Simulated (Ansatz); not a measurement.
Relaxation of the cluster Si3O6 with RKS PBE0-D4/def2-SVP.

```sh
$ ansatz run in.yaml --threads 4 --pin off --events-out ev --progress --plain --max-ram 4787MiB
```

```yaml
crystal:
  periodic: [false, false, false]
  atoms:
    - {symbol: Si, position_ang: [0.303310, -0.190390, -1.705090]}
    - {symbol: Si, position_ang: [0.461360, 1.472230, 0.807300]}
    - {symbol: Si, position_ang: [-0.762540, -1.284620, 0.897940]}
    - {symbol: O, position_ang: [0.668310, 1.110530, -0.777720]}
    - {symbol: O, position_ang: [0.856820, 2.742620, 1.502360]}
    - {symbol: O, position_ang: [-0.394610, -1.280680, -0.699580]}
    - {symbol: O, position_ang: [-1.421470, -2.389130, 1.672350]}
    - {symbol: O, position_ang: [0.552200, -0.345140, -3.177350]}
    - {symbol: O, position_ang: [-0.263390, 0.164580, 1.479780]}
basis:
  gaussian: {orbitals: def2-SVP}
hamiltonian: {xc: pbe0, dispersion: d4}
scf: {lower_state_search: "off"}
output: {orbitals: {seedname: orbitals}}
relax: {f_tol: 0.02, max_steps: 100}
```

Hardware: 4 threads of Intel Xeon 6975P-C on a shared host. Wall time 5.5 s.

Positions (Å) and forces (eV/Å) at steps 1, 2, 4 of 4:

```xyz
9
step=1 energy=-35881.6287 eV
Si    0.303   -0.190   -1.705   -0.047    0.027    0.216
Si    0.461    1.472    0.807   -0.055   -0.196   -0.093
Si   -0.763   -1.285    0.898    0.108    0.175   -0.111
O     0.668    1.111   -0.778   -0.056   -0.090    0.073
O     0.857    2.743    1.502    0.208    0.674    0.369
O    -0.395   -1.281   -0.700    0.033    0.103    0.061
O    -1.421   -2.389    1.672   -0.345   -0.580    0.399
O     0.552   -0.345   -3.177    0.135   -0.095   -0.776
O    -0.263    0.165    1.480    0.020   -0.017   -0.137
9
step=2 energy=-35881.6493 eV
Si    0.302   -0.190   -1.712    0.007    0.003    0.026
Si    0.464    1.477    0.811   -0.006   -0.024   -0.007
Si   -0.765   -1.289    0.901    0.018    0.028   -0.009
O     0.667    1.110   -0.777   -0.061   -0.088    0.067
O     0.860    2.754    1.509    0.093    0.298    0.164
O    -0.395   -1.279   -0.699    0.025    0.102    0.055
O    -1.427   -2.399    1.679   -0.153   -0.259    0.175
O     0.556   -0.348   -3.190    0.055   -0.045   -0.344
O    -0.263    0.164    1.478    0.021   -0.016   -0.129
9
step=4 energy=-35881.6583 eV
Si    0.303   -0.191   -1.721    0.000   -0.001   -0.003
Si    0.466    1.486    0.815    0.001    0.002    0.001
Si   -0.769   -1.295    0.906   -0.001   -0.002    0.001
O     0.658    1.106   -0.774    0.000    0.001    0.000
O     0.867    2.765    1.517    0.000   -0.001    0.000
O    -0.397   -1.270   -0.696    0.000    0.000    0.000
O    -1.431   -2.411    1.685    0.001    0.001    0.000
O     0.563   -0.354   -3.203    0.000    0.000    0.001
O    -0.259    0.163    1.470    0.000    0.000    0.001
```

Another isomer (singlet) lies 1.04 eV lower at PBE0-D4/def2-TZVP; other spin states weren't run for this one.
